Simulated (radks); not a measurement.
Coulomb parameter of the 5d shell of the hafnium ion Hf2+ in the model configuration [Xe] 4f14 5d1 6s1, as a second difference U = [E(n + 1) + E(n - 1) - 2 E(n)] / (1)^2 with all orbitals relaxed. "Bare": the charge of the atom changes with n. "Screened": the 6s shell takes up the change at fixed total charge, which measures U(5d,5d) + U(6s,6s) - 2 U(5d,6s). Calculated with a radial shooting solver on a logarithmic mesh with Libxc functionals: Dirac Kohn-Sham, PBE, spin-unpolarised, spherical densities, finite nucleus; open shells are shared between the two j in proportion to 2j + 1; Fermi nuclear charge, rms radius 5.347 fm.

\begin{tabular}{lrr}
case & configuration & E - E(n) (eV) \\ \hline
start & [Xe] 4f14 5d1 6s1 & 0.000 \\
bare +1 & [Xe] 4f14 5d2 6s1 & -13.721 \\
bare -1 & [Xe] 4f14 6s1 & 23.804 \\
screened +1 & [Xe] 4f14 5d2 & 0.456 \\
screened -1 & [Xe] 4f14 6s2 & 0.250 \\
\end{tabular}

U(bare) = 10.083 eV, U(screened by 6s) = 0.706 eV.
